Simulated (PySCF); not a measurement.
# Bonding in `O=C[C@@H]1CCOC[C@H](F)O1`

Species: C6H9FO3.
Atom-mapped SMILES: `[O:1]=[CH:2][C@@H:3]1[CH2:4][CH2:5][O:6][CH2:7][C@H:8]([F:9])[O:10]1` (hydrogens: H11 on C2; H12 on C3; H13, H14 on C4; H15, H16 on C5; H17, H18 on C7; H19 on C8)

Geometry (GFN2-xTB, Å), atoms numbered from 1 in this order:
```xyz
19
C6H9FO3 angstrom
O      3.146   -0.858    0.663
C      2.088   -1.298    0.317
C      1.046   -0.512   -0.463
C      0.806    0.833    0.231
C     -0.176    1.713   -0.543
O     -1.334    1.023   -0.969
C     -1.924    0.209    0.005
C     -1.193   -1.159    0.146
F     -0.838   -1.342    1.478
O     -0.109   -1.324   -0.673
H      1.774   -2.333    0.538
H      1.445   -0.336   -1.471
H      0.442    0.655    1.245
H      1.768    1.340    0.311
H      0.277    2.085   -1.464
H     -0.461    2.569    0.087
H     -1.957    0.701    0.986
H     -2.945    0.034   -0.337
H     -1.867   -1.991   -0.094
```

Bond orders from the PBE0/pcSseg-1 density (PySCF). The structure is a single GFN2-xTB conformer in the gas phase; no vibrational or solvent corrections.

Where do the orders between heavy atoms depart from those drawn in the SMILES?

The largest departure is 0.144, at C8–F9 (drawn single, 0.856) and O10–C3 (drawn single, 0.856). Drawn single, order below 0.88: C8–F9 (0.856) and O10–C3 (0.856).

Set the Mayer orders of the bonds beside their lengths.

```
  bond  drawn as  length (Å)  Mayer order
 O1–C2    double       1.196        2.034
 C2–C3    single       1.520        0.930
 C3–C4    single       1.532        0.978
 C4–C5    single       1.529        1.038
 C5–O6    single       1.413        0.916
 O6–C7    single       1.400        0.960
 C7–C8    single       1.558        0.966
 C8–F9    single       1.391        0.856
C8–O10    single       1.368        1.024
O10–C3    single       1.427        0.856
C2–H11    single       1.104        0.942
C3–H12    single       1.099        0.921
C4–H13    single       1.092        0.928
C4–H14    single       1.090        0.927
C5–H15    single       1.092        0.953
C5–H16    single       1.101        0.950
C7–H17    single       1.098        0.936
C7–H18    single       1.092        0.952
C8–H19    single       1.098        0.951
```

Bonds between the same two heavy elements. C–O: lowest O10–C3 (0.856, 1.427 Å), highest O1–C2 (2.034, 1.196 Å). C–C: lowest C2–C3 (0.930, 1.520 Å), highest C4–C5 (1.038, 1.529 Å); in 3 of the 6 pairs the longer bond (by over 0.003 Å) has the higher order (by 0.02 or more).

Sum the orders of all bonds at each heavy atom with more than one neighbour and set the sums beside the valence in the SMILES.

C2 3.906 (drawn 4), C3 3.685 (drawn 4), C4 3.871 (drawn 4), C5 3.857 (drawn 4), O6 1.876 (drawn 2), C7 3.814 (drawn 4), C8 3.797 (drawn 4), O10 1.880 (drawn 2). Orders between atoms that aren't bonded are not in these sums.

For a closed shell the Mayer order of atoms A and B is Σ (PS)μν (PS)νμ over the basis functions μ on A and ν on B, with P the density and S the overlap matrix.

These values come from a run that also computed NMR shieldings. The run took 53 s of wall time (with the writing of density and orbital grids) on one thread of an Arm Neoverse V2, shared host with 192 logical CPUs at a one-minute load of 84, and the process peaked at 0.94 GiB of memory.
